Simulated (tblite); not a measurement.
Compound: C4H6Cl3 (doublet state).
SMILES: `C[C](C)C(Cl)(Cl)Cl`

Structure optimised with GFN2-xTB, isolated species. This method treats the open shell by occupation alone, without spin polarisation.

Take the most abundant isotopes and a rigid rotor. 

**Question.** What are A, B and C (GHz)?

**Answer.** Ia = 359.05, Ib = 379.70, Ic = 423.31 u·Å²; 505379 MHz·u·Å²/I gives 1408, 1331 and 1194 MHz, that is A = 1.4075, B = 1.3310, C = 1.1939 GHz.

**Question.** What kind of rotor is it?

**Answer.** An asymmetric top. Ray's parameter κ = (2B − A − C)/(A − C) = 0.283; −1 is the prolate and +1 the oblate limit.

**Question.** What does the inertial defect say?

**Answer.** Not planar: Δ = Ic − Ia − Ib = -315.44 u·Å². For a rigid frame Δ = −2 Σ m c², so Σ m c² = 157.72 u·Å² lies off the ab plane: 3.12 from hydrogen and 154.60 from heavier atoms. The atom farthest from that plane is 1.77 Å away.

**Question.** Give the coordinates in the principal-axis frame, origin at the centre of mass.

**Answer.** The sense of each axis is arbitrary; atoms in the order of the calculation.
| atom | mass (u) | a (Å) | b (Å) | c (Å) |
| --- | --- | --- | --- | --- |
| C1 | 12.000 | -2.099 | -1.283 | -0.080 |
| C2 | 12.000 | -1.363 | 0.001 | -0.165 |
| C3 | 12.000 | -2.079 | 1.297 | -0.098 |
| C4 | 12.000 | 0.061 | -0.009 | -0.157 |
| Cl5 | 34.969 | 0.612 | 0.071 | 1.770 |
| Cl6 | 34.969 | 0.823 | -1.473 | -0.732 |
| Cl7 | 34.969 | 0.838 | 1.399 | -0.853 |
| H8 | 1.008 | -1.724 | -1.885 | 0.750 |
| H9 | 1.008 | -1.946 | -1.875 | -0.985 |
| H10 | 1.008 | -3.162 | -1.110 | 0.053 |
| H11 | 1.008 | -1.512 | 2.026 | 0.479 |
| H12 | 1.008 | -2.206 | 1.714 | -1.102 |
| H13 | 1.008 | -3.065 | 1.171 | 0.340 |

**Question.** Where do the levels up to J = 4 lie, in cm⁻¹?

**Answer.** Above 0(0,0):
J = 1: 1(0,1) 0.0842, 1(1,1) 0.0868, 1(1,0) 0.0913
J = 2: 2(0,2) 0.2498, 2(1,2) 0.2506, 2(1,1) 0.2644, 2(2,1) 0.2720, 2(2,0) 0.2749
J = 3: 3(0,3) 0.4948, 3(1,3) 0.4950, 3(1,2) 0.5211, 3(2,2) 0.5247, 3(2,1) 0.5352, 3(3,1) 0.5503, 3(3,0) 0.5517
J = 4: 4(0,4) 0.8192, 4(1,4) 0.8192, 4(1,3) 0.8580, 4(2,3) 0.8592, 4(2,2) 0.8816, 4(3,2) 0.8907, 4(3,1) 0.8977, 4(4,1) 0.9221, 4(4,0) 0.9226
Those of J = 1 are B + C, A + C and A + B.

For this open shell read J as N, the rotation without spin; fine and hyperfine splittings come on top. Its lowest GFN2-xTB frequency is 15i cm⁻¹, too small to tell a flat minimum from a shallow saddle. Constants of a rigid frame at the computed geometry: no zero-point averaging, no centrifugal distortion.

The values belong to the conformer `[CH3:1][C:2]([CH3:3])[C:4]([Cl:5])([Cl:6])[Cl:7]`: C1–C2–C4–Cl5 -89°.
